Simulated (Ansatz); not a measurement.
Reactions of C2H6OSi, SMILES `OC1C[SiH2]1`.

Calculated with Ansatz (gas phase, PBE0-D4/def2-TZVP geometries, no zero-point term in ΔE). CBS: MP2 limit from def2 TZ/QZ plus the TZ coupled-cluster correction, frozen cores. This one scheme is used for every species. Functionals use def2-TZVPP. B3LYP here is the variant with VWN-RPA as its local correlation; programs differ in this. For Se outer-core shells are correlated without core-valence functions, which leaves a few kJ/mol of doubt a bond. Scalar relativity is left out up to krypton. One conformer a species, not always the lowest.

```tsv
reaction	ωB97X-V (kJ/mol)	B3LYP-D4 (kJ/mol)	r2SCAN-D4 (kJ/mol)	CCSD(T)/CBS(def2) (kJ/mol)
`OC1C[SiH2]1` + H₂Se → `[SeH]C1C[SiH2]1` + H₂O	-50	-52	-51	-64
`OC1C[SiH2]1` → `CO[Si]C`	-127	-148	-122	-137
`OC1C[SiH2]1` + CH₄ → `CC1C[SiH2]1` + H₂O	-44	-43	-44	-55
`OC1C[SiH2]1` → `CC[Si]O`	-167	-184	-164	-182
```

Largest T1 diagnostic: 0.014, for `CO[Si]C`.
